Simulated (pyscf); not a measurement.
## HO–Si(OH)(OH)–C(F)(F)–F, singlet

Gas-phase minimum from PySCF at ωB97X-D3(BJ)/def2-SVP, one conformer. 

```xyz
11

O      0.3735     1.4606     0.2572
Si    -0.3738     0.0392    -0.0795
O      0.6650    -1.0085    -0.7976
O     -1.6933     0.2852    -1.0232
C     -0.9559    -0.7337     1.5784
F     -1.5775     0.1723     2.3643
F     -1.8251    -1.7490     1.3846
F      0.0782    -1.2304     2.2918
H     -0.1348     2.1597     0.6809
H      1.4827    -1.2331    -0.3420
H     -2.2075    -0.4776    -1.3067
```
Charge 0, spin multiplicity 1.

Bonds (Å): O1–Si2 1.641, O1–H9 0.963, Si2–O3 1.641, Si2–O4 1.641, Si2–C5 1.920, O3–H10 0.963, O4–H11 0.963, C5–F6 1.351, C5–F7 1.351, C5–F8 1.351. Bond angles (°): Si2–O1–H9 118.6, O1–Si2–O3 110.8, O1–Si2–O4 110.8, O1–Si2–C5 108.0, O3–Si2–O4 110.7, O3–Si2–C5 108.2, O4–Si2–C5 108.3, Si2–O3–H10 118.7, Si2–O4–H11 118.7, Si2–C5–F6 111.8, Si2–C5–F7 112.0, Si2–C5–F8 111.8, F6–C5–F7 107.0, F6–C5–F8 107.0 (the first ones only).

Properties at ωB97X-D3(BJ)/def2-SVP:

```json
{
  "harmonic_wavenumbers_unscaled": "44, 61, 65, 174, 176, 223, 276, 282, 283, 348, 348, 486, 533, 533, 743, 768, 768, 780, 842, 1013, 1014, 1178, 1179, 1301, 3940, 3941, 3944 cm⁻¹",
  "zero_point_energy": "36.1 kcal/mol",
  "rotational_symmetry_number": "3",
  "Entropy of this conformer at 298 K and 1 atm, rigid rotor and harmonic oscillator, modes under 100 cm⁻¹ raised to 100": "396.5 J/(mol K)",
  "dipole_moment": "0.45 D"
}
```

Single-point totals, which compare only within one level:

| level | total energy (hartree) |
|---|---|
| ωB97X-D3(BJ)/def2-TZVP | -855.12960 |
| PBE/def2-TZVP | -854.33107 |
| r²SCAN/def2-TZVP | -854.77259 |
| B3LYP-D3(BJ)/def2-TZVP | -855.07351 |
| PBE0-D3(BJ)/def2-TZVP | -854.36166 |
| M06-2X/def2-TZVP | -854.83332 |
| ωB97M-D3(BJ)/def2-TZVP | -855.20017 |

The lowest mode is so soft that the shape along it may change with the basis. Soft torsions are taken as harmonic, which can shift the entropy by several J/(mol K).
